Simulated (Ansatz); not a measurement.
`FBB(F)F` + `N=C=O` → `O=C=NB(F)F` + `BF`  (cleavage of the B–B bond)

Gas-phase electronic energies from Ansatz, PBE0-D4/def2-TZVP geometries. CBS: MP2 limit from def2 TZ/QZ plus the TZ coupled-cluster correction, frozen cores. This one scheme is used for every species. DFT in def2-TZVPP. Each species was taken in one conformer, which may not be the lowest.

| level | ΔE (kcal/mol) |
| --- | --- |
| ωB97X-V | -29.8 |
| PBE0 | -29.8 |

What does CCSD(T)/CBS give? (An estimate is asked.)

The calculation gave: -30.3 kcal/mol. The listed levels differ from it by 0.5, 0.5 kcal/mol.

What do rigid-rotor, harmonic-oscillator terms from PBE0-D4/def2-TZVP frequencies (298.15 K, 1 bar) make of the CCSD(T)/CBS value? (Estimate.)

The calculation gave: ΔZPE = +0.2 kcal/mol, ΔH = -30.3 kcal/mol, ΔS = -12 J/(mol·K), ΔG = -29.4 kcal/mol. Modes under 50 cm⁻¹ make the entropy rough.

Largest T1 diagnostic among the species: 0.018.

In def2-TZVPP, CCSD(T) changes the Hartree–Fock value by +4.1 kcal/mol (the triples alone add +0.4 kcal/mol) and MP2 by +2.3 kcal/mol. From r2SCAN to r2SCAN0 (25 % exact exchange), in def2-TZVPP and without D4, ΔE moves by −1.0 kcal/mol. Leaving LDA and LC-ωPBE aside and taking each functional with its dispersion term where it has one, the values, not all of them listed here, spread over 4.8 kcal/mol, from BHLYP-D4 to PBE-D4. LDA lies −1.6 kcal/mol from PBE without D4.
